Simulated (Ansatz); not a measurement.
LiPt3⁻. The state is a triplet with charge -1. Geometry PBE-D4/def2-TZVP, that of the neutral doublet; atoms count from 1.

```csv
atom,x (Å),y (Å),z (Å)
Li1,-0.5445,1.2232,0.7030
Pt2,0.8242,-0.8380,1.0120
Pt3,0.9065,0.4548,-1.1736
Pt4,-1.1862,-0.8400,-0.5415
```

In the def2 sets Pt takes a core potential; there is no spin–orbit coupling. The highest occupied level of the charge -1 triplet lies above zero (up to 0.16 eV). By energy differences its removal costs 1.25 eV (vertical, to the charge 0 doublet, at PBE0-D4/def2-TZVPD); a positive level beside a positive removal energy at the same level points to self-interaction error. The structure comes from a short search, and lower isomers may exist.

Question: Estimate the Mulliken populations from the PBE0/def2-TZVPD orbitals of Ansatz.

Answer: 
| atom | charge (e) | spin (α − β) | d electrons |
| --- | --- | --- | --- |
| Li1 | 0.23 | 0.00 | – |
| Pt2 | -0.32 | 0.33 | 9.26 |
| Pt3 | -0.46 | 0.83 | 9.15 |
| Pt4 | -0.46 | 0.83 | 9.15 |
Mulliken values and Mayer orders depend strongly on the basis. With diffuse functions, as here, like atoms can get unlike values, and bond orders can come out too low or too high.

Question: Where does the spin sit?

Answer: Summed by element: Li 0.00, Pt 2.00, of 2 unpaired in all. Largest on single atoms: Pt4 0.83, Pt3 0.83, Pt2 0.33.

Question: And the Mayer bond orders between bonded heavy atoms (over 0.3)?

Answer: Li1–Pt2 0.40 (2.49 Å); Li1–Pt3 0.43 (2.49 Å); Li1–Pt4 0.43 (2.49 Å); Pt2–Pt3 0.70 (2.54 Å); Pt2–Pt4 0.70 (2.54 Å); Pt3–Pt4 0.78 (2.54 Å).
